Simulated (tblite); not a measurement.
Compound: C5H12OSi2.
SMILES with atom numbers: `[CH2:1]=[C:2]([CH:3]=[O:4])[Si@H:5]([CH3:6])[SiH2:7][CH3:8]` (hydrogens: H9, H10 on C1; H11 on C3; H12 on Si5; H13, H14, H15 on C6; H16, H17 on Si7; H18, H19, H20 on C8)

Structure optimised with GFN2-xTB, isolated species.

List the bond lengths, angles and torsions at this level.

```csv
bond,length (Å)
C1=C2,1.333
C2–C3,1.456
C3=O4,1.209
C2–Si5,1.905
Si5–C6,1.906
Si5–Si7,2.324
Si7–C8,1.896
C1–H9,1.077
C1–H10,1.082
C3–H11,1.108
Si5–H12,1.478
"C6–H13, C6–H14, C6–H15",1.086
Si7–H16,1.472
Si7–H17,1.477
"C8–H18, C8–H19, C8–H20",1.086
```

Bonds in one row agree within 0.01 Å and their mean is given. A selection of angles:
```csv
angle,degrees
C1–C2–C3,120.0
C1–C2–Si5,128.0
C3–C2–Si5,111.9
C2–C3–O4,123.1
C2–Si5–C6,106.9
C2–Si5–Si7,109.3
C6–Si5–Si7,113.6
Si5–Si7–C8,111.0
```

Dihedral angles: C1–C2–C3–O4 167° (antiperiplanar); C1–C2–Si5–C6 3° (synperiplanar); C2–Si5–Si7–C8 -104° (anticlinal).

Of the pairs four or more bonds apart, O4···Si7 is among the closest relative to their van der Waals radii: 3.22 Å, 89 % of the sum of Bondi's values. Si7 (SiH2 silicon) is distorted tetrahedral (angles from 105.5° to 112.4°). Si5 (SiH silicon) is distorted tetrahedral (angles from 103.6° to 116.0°). The C–C distances run from 1.333 Å (C1=C2, drawn double) to 1.456 Å (C2–C3, drawn single), a spread of 0.123 Å.

Point group: C1 (no symmetry element, even within 0.4 Å). Its GFN2-xTB frequencies are all real (lowest 28 cm⁻¹). One conformer, not necessarily the lowest. 3 starts were optimised and ended at 0.00, 0.47 and 4.67 kcal/mol (GFN2-xTB); the lowest of these is shown.

All values are computed, not measured.
